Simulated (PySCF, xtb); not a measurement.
BCl2, SMILES Cl[B]Cl, multiplicity 2. Atoms are numbered in the order given.

```xyz
3

Cl     0.0000    -1.5325    -0.1017
B      0.0000     0.0000     0.6919
Cl     0.0000     1.5325    -0.1017
```
Charge 0, spin multiplicity 2.

Geometry: r2SCAN-D4/def2-TZVP. The isomer is the one that the SMILES or the coordinates give; other isomers of the formula were not compared.

The numbers are results of C-PCM-PBE0/def2-SVP in PySCF, not measurements.

The values are the electrostatic part of the solvation free energy, E(continuum) − E(gas) at the gas-phase geometry, in a cavity of scaled van der Waals radii (PySCF's table); cavitation and dispersion terms are not included. The dipole moment in vacuum is 0.43 D.

| solvent | ε | ΔG(elec) (kcal/mol) | dipole (D) |
|---|---|---|---|
| water | 78.36 | -0.4 | 0.49 |
| cyclohexanone | 15.62 | -0.4 | 0.49 |
| N,N-dimethylformamide | 37.22 | -0.4 | 0.49 |

For comparison, GFN2-xTB/ALPB(water) (xtb, at the GFN2-xTB geometry, all terms of that model) gives -1.0 kcal/mol.
